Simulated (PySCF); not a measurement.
A run for PySCF: R-B3LYP/6-31G* on C2H6Se (SMILES CC[SeH]).

```python
from pyscf import gto, scf, dft, mp
from pyscf.data.elements import chemcore

mol = gto.M(
    atom='''
    C    -0.89465621   -0.39651716   -0.14030790
    C     0.16589315    0.67792143    0.01817885
    Se    1.77681897    0.07749025    0.99949161
    H    -1.21154440   -0.78330040    0.82837225
    H    -0.52131803   -1.23528824   -0.72980341
    H    -1.77153476    0.00951498   -0.65313348
    H    -0.19846533    1.51414683    0.61477467
    H     0.49400146    1.07288752   -0.94100287
    H     2.16080515   -0.93685522    0.00343029
    ''',
    basis='6-31g*',
    cart=True,
    charge=0, spin=0, verbose=3, max_memory=1800)
mf = dft.RKS(mol, xc='b3lyp')
mf.conv_tol = 1e-8
mf.max_cycle = 100
mf.kernel()
if not mf.converged:
    mf = mf.newton().run(mf.mo_coeff, mf.mo_occ)
```

It printed:

```
converged SCF energy = -2481.11784153876
```

The run converged.

Cost: very roughly 16 core-seconds.
